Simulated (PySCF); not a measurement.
SMILES c1([SiH2][SiH2]B)occc1, GFN2-xTB optimised geometry.

```
17

B     -2.02    -3.41    -1.50
Si    -0.54    -2.25    -1.03
Si    -1.43    -0.34     0.00
C     -0.16     1.03     0.00
C      1.21     1.03     0.00
C      1.62     2.39     0.00
C      0.47     3.12     0.00
O     -0.60     2.32     0.00
H     -2.46    -4.18    -0.74
H     -2.56    -3.33    -2.53
H      0.44    -2.81    -0.08
H      0.32    -1.80    -2.14
H     -2.62     0.21    -0.67
H     -1.83    -0.58     1.39
H      1.84     0.17     0.00
H      2.62     2.76     0.00
H      0.29     4.18    -0.01
```

Density from B3LYP/def2-SVP (PySCF) at that geometry.

Minimum of the electron density along straight lines between bonded atoms, close to the bond critical point (lines longer than 1.1 times the sum of covalent radii, or with two minima, are not listed):

```tsv
bond	length / Å	ρ at the minimum / e bohr⁻³	∇²ρ there / e bohr⁻⁵	position (fraction from the first atom)
B1–Si2	1.936	0.116	0.16	0.62
Si3–C4	1.873	0.113	(withheld)	0.38
C4–C5	1.369	0.324	-0.83	0.51
C5–C6	1.412	0.295	(withheld)	0.50
C6–C7	1.362	0.328	-0.85	0.48
C4–O8	1.355	0.279	0.09	0.33
C7–O8	1.339	0.293	(withheld)	0.33
B1–H9	1.171	0.181	-0.14	0.43
B1–H10	1.171	0.181	-0.14	0.43
Si2–H11	1.477	0.112	0.33	0.49
Si2–H12	1.477	0.113	0.32	0.49
Si3–H13	1.469	0.116	0.33	0.49
Si3–H14	1.472	0.115	0.33	0.49
C5–H15	1.071	0.286	-1.11	0.63
C6–H16	1.071	0.286	-1.11	0.63
C7–H17	1.073	0.291	-1.17	0.65
```

What belongs in the gaps?


- Si3–C4, ∇²ρ there / e bohr⁻⁵: 0.37
- C5–C6, ∇²ρ there / e bohr⁻⁵: -0.71
- C7–O8, ∇²ρ there / e bohr⁻⁵: 0.06
